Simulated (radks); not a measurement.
Problem. The silicon ion Si2+ is in [Ne] 3s2. All-electron calculation, Dirac Kohn-Sham, BLYP, spin-unpolarised, spherical densities, finite nucleus; Fermi nuclear charge, rms radius of each element as measured or else 0.836 A^(1/3) + 0.57 fm. Program: a radial shooting solver on a logarithmic mesh with Libxc functionals. Sub-shells are occupied by j as written (lower j first in brackets). One electron is removed from 2p1/2, 2s1/2, 3s1/2, 2p3/2 in turn, with full relaxation. Which removal costs least, and what does each cost?

Solution. 3s1/2 34.003 eV; 2p3/2 134.22 eV; 2p1/2 134.93 eV; 2s1/2 177.14 eV. The 3s1/2 electron leaves first.
